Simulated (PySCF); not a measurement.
Al(F)(Et)(OH) (C2H6AlFO), SMILES C[CH2][Al]([OH])[F].

Coordinates come from a B3LYP-D3(BJ)/def2-SVP optimisation. One conformer was computed; it need not be the lowest.

The numbers are results of B3LYP-D3(BJ)/def2-SVP (PySCF), not measurements.

Frequencies are harmonic and unscaled.

```
mode  ν (cm⁻¹)  IR (km/mol)  Raman (Å⁴/amu)  depolarisation   moving atoms (share of kinetic energy)
----  --------  -----------  --------------  --------------  ---------------------------------------
1           25          0.2             0.0               –                   H 45 %, C 33 %, F 15 %
2          108          0.1             0.5            0.74  O 33 %, C 28 %, H 19 %, F 11 %, Al 10 %
3          170          3.3             0.4            0.75                   H 62 %, Al 22 %, F 8 %
4          231         45.0             1.4            0.70  F 42 %, O 20 %, C 14 %, H 14 %, Al 10 %
5          269         13.2             0.3            0.75                          H 49 %, Al 36 %
6          301          4.6             1.5            0.28          C 41 %, H 20 %, Al 17 %, F 16 %
7          387        169.5             0.8            0.75                           H 85 %, O 12 %
8          562        148.8             1.8            0.70                           H 76 %, O 18 %
9          571          4.0            16.5            0.08   C 44 %, O 19 %, H 16 %, F 12 %, Al 9 %
10         607         38.0             0.3            0.75                           H 72 %, C 21 %
11         832        142.8             0.7            0.63                  Al 42 %, F 33 %, O 14 %
12         925        103.6             2.8            0.68          Al 42 %, O 28 %, F 14 %, H 14 %
13         933          3.8             0.1            0.75                            H 91 %, C 8 %
14         966         19.0             2.7            0.22                           H 71 %, C 17 %
15        1035         22.5             4.9            0.61                           C 71 %, H 28 %
16        1228          1.9             8.8            0.14                           H 61 %, C 39 %
17        1242          2.8             2.2            0.75                           H 77 %, C 22 %
18        1401          3.9             4.4            0.74                           H 83 %, C 16 %
19        1427          3.5            12.1            0.74                            H 91 %, C 9 %
20        1473          3.9            14.0            0.75                                   H 96 %
21        1481          5.4            19.1            0.75                                   H 97 %
22        3011         18.1            89.7            0.22                                   H 95 %
23        3022         34.4           167.2            0.02                                   H 97 %
24        3049          7.2           113.1            0.75                            H 91 %, C 9 %
25        3094         26.6            94.5            0.73                            H 91 %, C 9 %
26        3107         24.9            41.8            0.75                            H 91 %, C 9 %
27        3923         89.7           159.0            0.28                                   H 94 %
```
